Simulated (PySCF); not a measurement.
Molecule: C4H15OSi2 (cation, charge +1), SMILES [OH+]([SiH](C)C)[SiH](C)C. Atoms near the plane z = 0.0 Å, at the GFN2-xTB optimised geometry (x, y, z in Å): Si2 (-1.5, 0.7, 0.5), C3 (-1.2, 2.3, -0.5), O4 (-0.1, -0.2, 0.0), Si5 (0.3, -2.0, 0.0), C6 (2.1, -2.0, 0.0), H11 (-2.6, -0.1, -0.1), H13 (-2.0, 3.0, -0.3), H14 (-0.3, 2.8, -0.1), H15 (0.7, 0.3, -0.3), H17 (2.6, -1.5, 0.8), H18 (2.6, -1.6, -0.9), H19 (2.5, -3.0, 0.1).

Computed with CAM-B3LYP/def2-SVP (PySCF 2.14.0). Cells within 0.4 Å of a nucleus heavier than hydrogen are left out (blank, or x). The values are rescaled to run from 0 to 1.

```
|000000000000000000000000000|
|000000000000000000000000000|
|000000000000000000000000000|
|000000057300121000000000000|
|000000799821798200000000000|
|000002999956999800000000000|
|000001899978999910000000000|
|000000389847999700000000000|
|000000025766786100000000000|
|000000027998510000000000000|
|000000123137300000000000000|
|000026881211215750000000000|
|000189997003778970000000000|
|0002999996287x8850000000000|
|000199999617xx7400000000000|
|000079999104887101331000000|
|000016861001321365564100000|
|00000000000106x096x45200000|
|0000000000130xx095x14100000|
|000000000013201197798400000|
|000000000002321356999820000|
|000000000000110116999930000|
|000000000000000003999910000|
|000000000000000000688200000|
|000000000000000000000000000|
|000000000000000000000000000|
|000000000000000000000000000|
```
Scale: ten equal steps from 0.000 (start of '0') to 1.00 (end of '9'), in the order '0123456789'; x runs from -5.50 to 5.50, y from -5.50 (bottom) to 5.50 (top).

Q: Which quantity is mapped?
(A) an orbital amplitude
(B) electron localisation function
(C) Laplacian of the electron density
(D) deformation density (molecule minus spherical neutral atoms)

A: B, electron localisation function
